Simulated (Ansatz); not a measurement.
C$_{4}$H$_{10}$N (SMILES [CH2]CN(C)C), doublet, at a GFN2-xTB geometry. Base run: CAM-B3LYP/pcseg-1 (Ansatz, an electronic-structure program).

Geometry (Å):
```xyz
15

C     -2.0098    -0.2891     0.1127
C     -0.6361    -0.8122     0.0538
N      0.3212     0.2134    -0.3285
C      0.4457     1.2241     0.7008
C      1.6109    -0.3478    -0.6653
H     -2.2908     0.5334    -0.5131
H     -2.7571    -0.7910     0.6940
H     -0.5719    -1.6081    -0.7095
H     -0.3672    -1.2918     1.0177
H      1.0668     2.0383     0.3298
H      0.8973     0.8303     1.6265
H     -0.5433     1.6127     0.9365
H      2.2742     0.4559    -0.9820
H      1.4969    -1.0475    -1.4926
H      2.0826    -0.8759     0.1802
```
Charge 0, spin multiplicity 2.
Orbitals are unrestricted.
All else is at Ansatz's defaults.
Base energy -212.95072 Eh.

The base run was repeated with changes; each row names its change, and settings that it needs were set with it.

| change | ΔE vs base (µEh) |
|---|---|
| base | 0.0 |
| point_charge = charge:0.5 position_ang:-5.5535, -0.2927, 2.1364 | -641 |
| final_grid = 14, 28, 59 | 0.5 |
| final_grid = 4, 8, 17 | 397 |
| lower_state_search = full | 0.0 |
| point_charge = charge:-1.0 position_ang:-0.3923, 5.8411, 1.2985 | -1524 |
| final_grid = 10, 20, 41 | 0.0 |
| fitting.mean_field = def2-universal-JKFIT | -88.9 |
| lower_state_search = light | 0.0 |
| final_grid = 6, 12, 29 | 6.6 |
| nuclear_model = gaussian | 19.2 |
